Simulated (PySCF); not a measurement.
SMILES [c]1c(O)ccc(C)c1, doublet at its GFN2-xTB optimised geometry (Å):

```
15

C      2.7841    -0.0687     0.0038
C      1.2864    -0.0152    -0.0016
C      0.5235    -1.1760    -0.0011
C     -0.8558    -1.1411    -0.0005
C     -1.5330     0.0829     0.0000
O     -2.8943     0.0829     0.0000
C     -0.7495     1.2083     0.0001
C      0.6094     1.2089    -0.0008
H      3.1451    -0.6746    -0.8263
H      3.1425    -0.5200     0.9289
H      3.2114     0.9271    -0.0815
H      1.0247    -2.1336    -0.0017
H     -1.4474    -2.0440    -0.0008
H     -3.2114     0.9935     0.0000
H      1.1680     2.1336    -0.0008
```

Calculation: unrestricted B3LYP/def2-TZVP in PySCF.

Map of the LUMO amplitude (α orbitals alone; a β orbital can be the lowest empty one) (bohr^(-3/2)) on the plane z = 0.6 Å; orbital energy -0.44 eV, overall sign arbitrary:

```
|44444444444444444444444444444|
|44444444444444444444444444444|
|44444444444444444444444444444|
|44444444444444444444444444444|
|44444444444444444444444444444|
|44444444444444444444444444444|
|44444444444444455555444444444|
|44444444444444455555544444444|
|44444444444444555555554444444|
|44444444443333567665555444444|
|44444444433112578765555544444|
|44444444432102589865555544444|
|44444444432113578765555554444|
|44444444443334556655555554444|
|44444455444444444444555544444|
|44444455556665433334445444444|
|44444455567886311234444444444|
|44444455567996300133444444444|
|44444455567886311234444444444|
|44444455556665432334444444444|
|44444445555555443344444444444|
|44444444555555444444444444444|
|44444444455554444444444444444|
|44444444444444444444444444444|
|44444444444444444444444444444|
|44444444444444444444444444444|
|44444444444444444444444444444|
|44444444444444444444444444444|
|44444444444444444444444444444|
```
Scale: ten equal steps from -0.140 (start of '0') to 0.148 (end of '9'), in the order '0123456789'; x runs from -5.50 to 5.50, y from -5.50 (bottom) to 5.50 (top).
